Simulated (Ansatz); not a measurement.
Reaction (atomization): `C=C[Si](O)(Cl)Cl` → 2 C• + 2 Cl• + 4 H• + O• + Si•

Isolated molecules relaxed with PBE0-D4/def2-TZVP in Ansatz; ΔE leaves out vibrations. CCSD(T)/CBS is the MP2 limit (def2-TZVPP, def2-QZVPP) plus CCSD(T) − MP2 in def2-TZVPP, frozen cores. This one scheme is used for every species, atoms too. DFT in def2-TZVPP. No spin–orbit coupling; open shells (•) take unrestricted orbitals. Spin–orbit coupling would lower the free atoms: a little for C, Cl, O, Si. Each species was taken in one conformer, which may not be the lowest.

| level | ΔE (kJ/mol) |
| --- | --- |
| ωB97X-V | 3988.3 |
| LC-ωPBE | 3951.8 |
| CCSD(T)/def2-SVP | 3710.4 |
| CCSD(T)/def2-TZVPP | 3870.6 |
| MP2/def2-QZVPP | 4056.6 |
| HF/CBS(def2) | 2936.6 |
| MP2/CBS(def2) | 4105.3 |
| HF/cc-pV(D+d)Z | 2834.6 |

**Question.** What does CCSD(T)/CBS give? (Estimate.)

**Answer.** Ansatz gave: +3990.1 kJ/mol. The listed levels differ from it by -1.8, -38.3, -279.7, -119.5, 66.5, -1053.5, 115.2, -1155.5 kJ/mol.

Largest T1 diagnostic among the species: 0.012.

From BLYP to BHLYP (50 % exact exchange), in def2-TZVPP and without D4, ΔE moves by −79.4 kJ/mol: exact exchange takes away binding that semilocal exchange gives to molecules. The D4 term adds +49.7 kJ/mol with B3LYP and +26.2 kJ/mol with PBE0; it sums over pairs of atoms, weighted by their polarisabilities, and B3LYP, whose exchange is more repulsive, gets the larger term. In def2-TZVPP, CCSD(T) changes the Hartree–Fock value by +941.2 kJ/mol (the triples alone add +70.2 kJ/mol) and MP2 by +1056.5 kJ/mol; breaking electron pairs costs correlation energy, which Hartree–Fock lacks.

B3LYP here is the variant with VWN-RPA as its local correlation; programs differ in this.

For atomizations the MP2-based limit and the directly extrapolated one differ by several kJ/mol either way, and by 10 to 25 for some Ge, Se and Sn compounds, so smaller differences from it don't rank the levels.
